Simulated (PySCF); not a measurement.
PrH₃: umbrella curve

These are results of PySCF, PBE0, basis Pr lcecp-1-TZVP with ECP48, H def2-TZVP (scalar-relativistic core potentials, no spin–orbit coupling, density fitting), not measurements.

Rigid scan from the valence singlet (4f shell in the core) minimum (Pr–H 2.075 Å (×3); H–Pr–H 111.1° (×3)). Coordinate: angle between each bond and the threefold axis, bonds fixed. Energies in kJ/mol from the minimum.

| angle of the bonds to the threefold axis (°) | E (kJ/mol) | dipole size (D) |
| --- | --- | --- |
| 55 | 26.7 | 7.66 |
| 60 | 12.9 | 6.97 |
| 65 | 4.2 | 6.13 |
| 70 | 0.4 | 5.17 |
| 75 | 0.5 | 4.07 |
| 80 | 3.1 | 2.82 |
| 85 | 6.0 | 1.45 |
| 90 | 7.2 | 0.00 |

With the bonds held, the planar shape lies 7.2 kJ/mol from the minimum.

The 4f shell sits in the core potential, so its spin is not counted.

Other isomers or separated fragments may lie lower.
